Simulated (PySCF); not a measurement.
A calculated (LDA, PySCF 2.14, aug-cc-pV(5+d)Z, the non-relativistic Hamiltonian (point nucleus)) atom or ion has these occupied shells.

| shell | electrons | orbital energy (eV) | rms radius, mean of both spins (bohr) |
| --- | --- | --- | --- |
| 1s | 2 | -3096.2 | 0.1000 |
| 2s | 2 | -293.78 | 0.455 |
| 2p | 6 | -229.84 | 0.422 |
| 3s | 2 | -24.042 | 1.53 |
| 3p | 6 | -10.405 | 1.83 |

Q: Name the element and its charge.

A: Ar (argon, neutral), in [Ar], closed-shell 1S.
